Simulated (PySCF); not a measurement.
How methods differ on the excitation energy of Kr

Kr [Kr] (1S) → Kr [Ar] 3d10 4s1 4p6 5s1 (3S), as a difference of total energies. Computed with PySCF 2.14 in aug-cc-pVTZ-PP with one added diffuse shell each of s, d, f type with ECP10MDF (7s5p5d3f, 68 functions), with scalar relativity through the core potential. Correlated levels: valence: 3s2 3p6 3d10 frozen. The calculations carry no spin-orbit coupling.

```
           method  excitation energy (eV)
              UHF                  27.164
              LDA                  24.422
              PBE                  24.269
             PBE0                  25.239
           r2SCAN                  25.268
          r2SCANh                  25.503
            HSE06                  25.211
           revPBE                  24.263
        CAM-B3LYP                  25.404
    MP2 (valence)                  26.323
SCS-MP2 (valence)                  26.215
```

Q: How much does correlation contribute at MP2 (valence)?

A: 26.323 − (27.164) = -0.841 eV, measured against UHF.

The upper state lies above the first ionisation limit, where it may autoionise and the basis confines it. A Rydberg-like electron needs more diffuse functions than a valence basis has.

The promoted electron is Rydberg-like, and one or two diffuse shells describe it only roughly, which tends to raise the upper state.
